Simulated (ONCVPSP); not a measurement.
# C: one change to an ONCV potential, before and after

ONCVPSP 4.0.1 input, shortened (lines: element, Z, core and valence counts, functional; n l f; lmax; l rc ep ncon nbas qcut; lloc lpopt rc5 dvloc0; l nproj debl; icmod fcfact rcfact), LDA (Perdew-Wang 92), fully relativistic:

```
  C 6.00    1    2  -001012      upf
    1    0    2.00
    2    0    1.50
    2    1    2.50
    1
    0    1.20    0.00    5    8    6.30
    1    3.10    0.00    5    8    4.40
    4    5    0.85    0.00
    0    2    3.40
    1    2    3.10
    3    2.50    1.60
```

Open shells are filled in proportion to 2j + 1.

Change: s: rc 0.84; local potential polynomial inside 0.84 bohr (lpopt 5, dvloc0 0 Ha).

Cutoffs: the cutoffs (Ha) at which the residual kinetic energy of the hardest occupied pseudo-wave falls to 1 and 0.1 mHa per electron; they do not see the model core or the augmentation charge, which bear on the density cutoff. Errors are all-electron minus pseudo energies relative to the spin-unpolarised reference configuration.

Question: Predict the effect on cutoff, ghosts and configuration errors.

Answer: The potential gets harder (20 Ha and 75 Ha → 198 Ha and 239 Ha); a bound ghost appears in s, which as a rule spoils a file; the lowest positive-energy flag moves from p3/2 at 13.4 eV to p3/2 at 0.6 eV; the number of tests with a reliable result goes from 4 to 2. A smaller radius makes the pseudo-wave follow the all-electron one further in, where it bends more sharply, so more plane waves are needed.

```tsv
quantity	base	changed
cutoff, loose	20 Ha	198 Ha
cutoff, tight	75 Ha	239 Ha
loose cutoff by channel	s 20 Ha, p 7.4 Ha	s 198 Ha, p 7.4 Ha
bound ghosts	none	s
GHOST(+) flags under 300 eV	p3/2 at 13.4 eV, p1/2 at 14.2 eV	p3/2 at 0.6 eV, p1/2 at 1.5 eV
tests with a reliable result	4 of 4	2 of 4
error for 2s2 2p2, meV [ΔE -4.12 eV]	-7.8	-8.0
error for 2s2 2p1, meV [ΔE 6.87 eV]	+255	+291
p3/2: phases at 3.15 bohr within 0.05 rad from the reference energy up to (Ha; the scan ends near 5)	0.2	-0.0
p1/2: phases at 3.15 bohr within 0.05 rad from the reference energy up to (Ha; the scan ends near 5)	0.2	-0.0
rms error of d²Exc/dni dnj with the model core, mHa	8.79	8.74
```

 A true bound ghost makes a file unfit for plane-wave use even where its test errors are small: the radial tests pick states by their node count and pass the ghost by.
